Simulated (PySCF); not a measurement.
# One molecule, a ladder of functionals, a line

Molecule: SMILES C1=N[C@H]1C[SiH3], C₃H₇NSi.

Molfile (atoms numbered from 1):
```
C3H7NSi
     RDKit          3D

 12 12  0  0  0  0  0  0  0  0999 V2000
    1.5167   -0.1639    0.3479 Si  0  0  0  0  0  4  0  0  0  0  0  0
    0.1178   -0.1001   -0.9262 C   0  0  0  0  0  0  0  0  0  0  0  0
   -1.2629    0.1803   -0.3852 C   0  0  1  0  0  0  0  0  0  0  0  0
   -1.7160   -0.2386    0.9256 C   0  0  0  0  0  0  0  0  0  0  0  0
   -1.4225    0.9796    0.9000 N   0  0  0  0  0  0  0  0  0  0  0  0
    2.7775   -0.5403   -0.3626 H   0  0  0  0  0  0  0  0  0  0  0  0
    1.7158    1.1494    1.0268 H   0  0  0  0  0  0  0  0  0  0  0  0
    1.2319   -1.2028    1.3874 H   0  0  0  0  0  0  0  0  0  0  0  0
    0.1175   -1.0647   -1.4656 H   0  0  0  0  0  0  0  0  0  0  0  0
    0.3849    0.6625   -1.6789 H   0  0  0  0  0  0  0  0  0  0  0  0
   -2.0222    0.3972   -1.1508 H   0  0  0  0  0  0  0  0  0  0  0  0
   -2.0689   -0.9841    1.6434 H   0  0  0  0  0  0  0  0  0  0  0  0
  1  2  1  0
  2  3  1  0
  3  4  1  0
  4  5  2  0
  5  3  1  0
  1  6  1  0
  1  7  1  0
  1  8  1  0
  2  9  1  0
  2 10  1  0
  3 11  1  6
  4 12  1  0
M  END
```

GIAO shieldings (ppm, equivalent atoms averaged) in PySCF on the PBE0-D3(BJ)/def2-SVP geometry, basis pcSseg-2, gas phase, non-relativistic:

```tsv
functional	exact exchange (%)	σ(Si1)	σ(C3)
BLYP	0	383.6	143.8
BP86	0	394.3	148.1
PBE	0	396.4	148.5
PBE0	25	410.3	155.5
mPW1PW91	25	408.3	154.7
BHandHLYP	50	412.3	157.9
HF	100	442.9	169.5
```

**Question.** Fit each shielding as a line in the percentage of exact exchange.

**Answer.** σ(Si1) = 392.7 + 0.50 x (rms 4.8 ppm); σ(C3) = 147.6 + 0.22 x (rms 1.9 ppm). The functionals also differ in their semilocal parts, which the line can't hold; Hartree–Fock has no correlation at all.

**Question.** What does the line predict for B3LYP (20 %), and what does the run give?

**Answer.** σ(Si1): 402.7 predicted, 395.3 computed; σ(C3): 152.0 predicted, 149.9 computed ppm.
